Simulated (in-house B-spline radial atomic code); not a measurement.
A calculation on Pd7+: its settings, and results tabulated from the run. Level of theory: scalar-relativistic (X2C) r2SCAN, spin-polarised, spherical fractional occupations, Fermi nucleus of rms radius 4.5318 fm; calculated with an all-electron radial atomic-structure program (B-spline basis).

Command:
```bash
python run_scf.py task.json out
```
Settings (nuclear radius in fm, mass in u):
```
Z                46
configuration    [Kr] 4d3
hamiltonian      x2c
method           r2scan
spin_polarised   True
nucleus          fermi
rms_radius       4.5318
atomic_mass      105.90348
speed_of_light   137.035999084
```

Output (hartree, bohr):
```
 radial grid: 66 intervals, B-splines of order 8, outer radius 13.5065 bohr

 iter        energy (Eh)    residual
    1       -5032.113344    8.18e-02
    2       -5032.119734    1.48e-03
    3       -5032.119739    8.55e-04
    4       -5032.119740    4.70e-04
    5       -5032.119740    3.73e-05
    6       -5032.119740    5.58e-06
    7       -5032.119740    1.60e-06
    8       -5032.119740    1.27e-07

 total energy                     -5032.11974
 kinetic                            5257.1832
 electron-nucleus                 -12023.1873
 Hartree                            1875.1721
 exchange-correlation               -141.2877

 orbital      occ     eigenvalue          <r>       <r^2>       <1/r>       r_max
 1s up      1.000      -892.9140    0.0313218  0.00133662     50.1043     0.02002
 1s down    1.000      -892.9148    0.0313218  0.00133662     50.1043     0.02002
 2s up      1.000      -134.8376     0.137823   0.0224647     11.3085      0.1167
 2s down    1.000      -134.7954     0.137805   0.0224589     11.3106      0.1167
 2p up      3.000      -121.3079     0.120406   0.0177237      10.621     0.09318
 2p down    3.000      -121.2770     0.120384   0.0177173     10.6227     0.09316
 3s up      1.000       -28.2220     0.377815    0.163484     3.91932      0.3412
 3s down    1.000       -28.2109     0.377837    0.163457     3.91739      0.3413
 3p up      3.000       -23.7335     0.377392    0.165554      3.6717      0.3344
 3p down    3.000       -23.7175     0.377375    0.165474     3.67013      0.3346
 3d up      5.000       -16.6159     0.356695    0.151745     3.42583      0.2824
 3d down    5.000       -16.5830     0.356669    0.151623     3.42471      0.2827
 4s up      1.000        -7.5374     0.913599    0.939098      1.5182      0.8417
 4s down    1.000        -7.3799     0.911104    0.934926     1.52604      0.8377
 4p up      3.000        -6.1788     0.976778     1.07991     1.38499      0.8894
 4p down    3.000        -6.0141     0.974184      1.0754     1.39175      0.8853
 4d up      3.000        -4.1249      1.12263     1.44707     1.16638      0.9904
```


One-electron X2C: radii and densities carry no picture-change correction, so inner-shell <1/r> comes out high (for 1s by about 2 % at Z = 33, 5 % at 54, 10 % at 75, 30 % at 118) and <r> low.
